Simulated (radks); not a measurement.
The numbers below are computed, except where a source is named.
Question: The mean radii <r> (bohr) of the occupied orbitals of an atom or ion are listed with their occupations. Code: a radial shooting solver on a logarithmic mesh with Libxc functionals. Model: Dirac Kohn-Sham, PBE, spin-unpolarised, spherical densities, point nucleus.

| orbital | occ. | <r> |
|---|---|---|
| 1s1/2 | 2 | 0.03609 |
| 2s1/2 | 2 | 0.1577 |
| 2p1/2 | 2 | 0.1346 |
| 2p3/2 | 4 | 0.1391 |
| 3s1/2 | 2 | 0.4421 |
| 3p1/2 | 2 | 0.4374 |
| 3p3/2 | 4 | 0.4478 |
| 3d3/2 | 4 | 0.4283 |
| 3d5/2 | 6 | 0.4318 |
| 4s1/2 | 2 | 1.088 |
| 4p1/2 | 1.33333 | 1.158 |
| 4p3/2 | 2.66667 | 1.178 |

Name the element and its charge. Open shells, if any, are shared by 2j + 1.

Answer: Z = 41, niobium, charge +7: Nb7+ in [Ar] 3d10 4s2 4p4. The 1s radius gives Z: for a bare nucleus <r> = (2 gamma + 1)/(2Z) with gamma = sqrt(1 - (Z/c)^2), 0.03547 bohr for Z = 41, and screening makes it slightly larger (0.03609 here). The occupations add up to 34, and the charge is Z minus that.
